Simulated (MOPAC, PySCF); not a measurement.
HBI2, SMILES `IBI`, neutral singlet in the gas phase. 

Z-matrix (Å, degrees):
```
B
H 1 1.1797
I 1 2.1009 2 118.52
I 1 2.1009 2 118.52 3 179.98
```
Charge 0, multiplicity 1.

All levels are single points at this geometry (CAM-B3LYP-D3(BJ)/def2-TZVP); Pople sets use spherical d functions. Orbital energies aren't observables, and empty levels follow the basis.

```tsv
level	HOMO (eV)	LUMO (eV)	gap (eV)	dipole (D)	vertical IE, Delta-SCF (eV)
CAM-B3LYP-D3(BJ)/def2-TZVP in PySCF	-8.86	-1.26	7.59	0.21	9.80
PBE-D3(BJ)/def2-TZVP in PySCF	-6.52	-3.17	3.35	0.01	–
B3LYP/LANL2DZ in PySCF	-7.46	-2.51	4.95	0.29	–
SVWN5/6-31G* (LANL2DZ on I) in PySCF	-6.64	-3.22	3.43	0.06	9.59
HF/6-31G* (LANL2DZ on I) in PySCF	-10.05	1.29	11.34	0.73	9.58
PM6 in MOPAC	-9.79	-2.66	7.12	0.97	–
```
